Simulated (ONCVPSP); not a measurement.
# Varying the ONCV potential for O

Base potential:

ONCVPSP 4.0.1 input, shortened (lines: element, Z, core and valence counts, functional; n l f; lmax; l rc ep ncon nbas qcut; lloc lpopt rc5 dvloc0; l nproj debl; icmod fcfact rcfact), LDA (Perdew-Wang 92), scalar-relativistic:

```
  O 8.00    1    2  -001012      upf
    1    0    2.00
    2    0    2.00
    2    1    4.00
    2
    0    1.00    0.00    3    6    7.00
    1    2.15    0.00    4    7    5.90
    2    2.00    0.02    5    8    4.70
    4    5    0.95    4.00
    0    2    1.00
    1    2    1.20
    2    2    3.50
    3    2.75    1.15
```

All-electron outer shells of the reference configuration (LDA (PZ), scalar-relativistic, ld1.x):

```
shell  level (eV)  outermost node (bohr)  outermost maximum (bohr)
   1s     -510.89                      –                      0.13
   2s      -23.75                   0.28                      0.88
   2p       -9.20                      –                      0.82
```

Cutoffs, loose and tight: the cutoffs (Ha) at which the residual kinetic energy of the hardest occupied pseudo-wave falls to 1 and 0.1 mHa per electron. They do not see the model core or the augmentation charge, which bear on the density cutoff. Test errors are all-electron minus pseudo excitation energies from the reference, over the configurations 2s2 2p3; 2s2 2p2; 2s2 2p1; 2s2 2p3.5. A dash means not determined; rows that change the core or the reference have their own tests.

```tsv
change	outcome	cutoff, loose	cutoff, tight	bound ghosts	GHOST(+) flags above zero	largest test error (meV)
base	generated	27 Ha	91 Ha	none	none	+4054
functional PBE	generated	27 Ha	91 Ha	none	none	+4000
local potential polynomial inside 0.95 bohr (lpopt 5, dvloc0 -2 Ha)	generated	27 Ha	91 Ha	none	d	+4082
core correction polynomial model core, fcfact 0.15	generated	27 Ha	91 Ha	none	none	+4054
core correction Teter function, fcfact 2.7, rcfact 1.15	generated	27 Ha	91 Ha	none	none	+4054
s: qcut 5.6; p: qcut 4.7; d: qcut 3.7	generated	–	–	none	none	+5388
d: qcut 5.5	generated	27 Ha	91 Ha	none	d	+4054
p: qcut 9	generated	27 Ha	91 Ha	none	none	+2384
core correction Teter function, fcfact 2.75, rcfact 1.2	generated	27 Ha	91 Ha	none	none	+4054
d: debl 0.35	generated	27 Ha	91 Ha	none	none	+4054
```

(1) What comes out with this change to the base: s: ncon 5, nbas 8?

## Answers

(1) outcome: generated; cutoff, loose: 109 Ha; cutoff, tight: 153 Ha; bound ghosts: none; GHOST(+) flags above zero: none; largest test error (meV): +4054.
